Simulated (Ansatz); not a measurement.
Ansatz (an electronic-structure program) input (CCSD(T)/def2-SVPD):

Ansatz 0.2 input:
```yaml
crystal:
  periodic: [false, false, false]
  atoms:
    - {symbol: Zr, position_ang: [-0.18544821, 0.12855980, -0.19408017]}
    - {symbol: O, position_ang: [1.56263140, -0.09477859, -0.41481558]}
    - {symbol: O, position_ang: [-0.63539036, -0.54802043, 1.38521642]}
basis:
  gaussian:
    orbitals: def2-SVPD
magnetization: {spin_polarized: false}
correlation: {method: ccsd_t, electrons: outside_noble_gas}
output: {forces: true}
```

End of the output:

```
mean field evaluation 224: about -5325.9580 eV, gradient 4.5e0 eV
mean field -5337.20410827 eV, -196.1386332920 hartree, gradient 2.6e-6 eV, S^2 0.000000; 0 other end points of the search recorded, 0 dependent functions left out
6 core orbitals not correlated
reference -5337.20410827 eV, -196.1386332920 hartree; 8, 8 occupied and 66, 66 virtual orbitals, 761 factors
densities: 0.28 GiB planned
second order -14.88241282 eV of doubles, -0.00000000 eV of singles
coupled cluster: 0.21 GiB planned
cycle   1  -12.69011852 eV  change     2.2e0 eV  update   2.5e-1
cycle   2  -13.70209799 eV  change    -1.0e0 eV  update   1.6e-1
cycle   3  -13.84393284 eV  change   -1.4e-1 eV  update   3.9e-2
cycle   4  -13.84523639 eV  change   -1.3e-3 eV  update   1.7e-2
cycle   5  -13.83576212 eV  change    9.5e-3 eV  update   6.4e-3
cycle   6  -13.84094556 eV  change   -5.2e-3 eV  update   3.5e-3
cycle   7  -13.84169373 eV  change   -7.5e-4 eV  update   1.4e-3
cycle   8  -13.83970142 eV  change    2.0e-3 eV  update   1.0e-3
cycle   9  -13.83976474 eV  change   -6.3e-5 eV  update   4.7e-4
cycle  10  -13.84024559 eV  change   -4.8e-4 eV  update   2.8e-4
cycle  11  -13.84007019 eV  change    1.8e-4 eV  update   1.6e-4
cycle  12  -13.84000734 eV  change    6.3e-5 eV  update   6.6e-5
cycle  13  -13.84011474 eV  change   -1.1e-4 eV  update   2.3e-5
cycle  14  -13.84008644 eV  change    2.8e-5 eV  update   1.3e-5
cycle  15  -13.84007554 eV  change    1.1e-5 eV  update   5.5e-6
cycle  16  -13.84008358 eV  change   -8.0e-6 eV  update   2.9e-6
perturbative correction -0.82118737 eV, -0.0301780794 hartree
the calculation of the forces begins
Total energy: -5351.86537922 eV, -196.6774250618 hartree
Atom 0 at    -0.185448     0.128560    -0.194080 Å, force    -0.787033     0.545601    -0.823667 eV/Å
Atom 1 at     1.562631    -0.094779    -0.414816 Å, force     1.102744    -0.126555    -0.168976 eV/Å
Atom 2 at    -0.635390    -0.548020     1.385216 Å, force    -0.315711    -0.419046     0.992643 eV/Å
Dipole moment:    -1.062130     0.736309    -1.111568 e Å
```
